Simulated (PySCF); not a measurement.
CH₅F₂NSi₂, SMILES C(=N\[SiH2]F)/[SiH2]F. Coordinates come from a TPSSh-D3(BJ)/def2-SVP optimisation. The structure was generated by enumeration; whether it is a known compound was not checked. Other conformers were not sampled.

### Question
Give the equilibrium geometry at TPSSh-D3(BJ)/def2-SVP (PySCF confirms it by a frequency run) as a Z-matrix. (An estimate is asked for; the answer gives what the named calculation found.)

### Answer
One answer among several that fit: 
```
N
C 1 1.2776
H 2 1.1131 1 122.46
Si 1 1.7396 2 131.14 3 -0.02
F 4 1.6336 1 112.55 2 0.11
H 4 1.4789 5 108.28 1 -118.77
H 4 1.4790 6 112.68 5 119.74
Si 2 1.8975 3 122.82 1 179.93
F 8 1.6328 2 109.88 3 0.71
H 8 1.4820 9 108.59 2 -119.32
H 8 1.4822 10 111.48 9 119.56
```
Charge 0, spin multiplicity 1.
